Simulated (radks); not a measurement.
The numbers below are computed, except where a source is named.
Correlation energies from several functionals, in hartree. Species: Ir4+ [Xe] 4f14 5d5; C2+ [He] 2s2. Code: a radial shooting solver on a logarithmic mesh with Libxc functionals. Model: non-relativistic Kohn-Sham, PBE, spin-polarised, spherical densities, point nucleus. Every spin shell is full or empty, so the densities are truly spherical. Functionals are evaluated on that one density, not self-consistently.

functional,Ir4+,C2+
PW92,-7.7160,-0.27400
PZ,-7.7155,-0.27374
Wigner,-3.8770,-0.19954
Chachiyo,-7.6280,-0.26815
PBE,-4.5042,-0.095957
PBEsol,-5.0445,-0.11808
P86,-5.0567,-0.10780
AM05,-7.2723,-0.24033
OP (B88),-3.9052,-0.12166
TPSS,-4.5006,-0.097704
revTPSS,-4.5354,-0.10271
B95,-5.6043,-0.11658
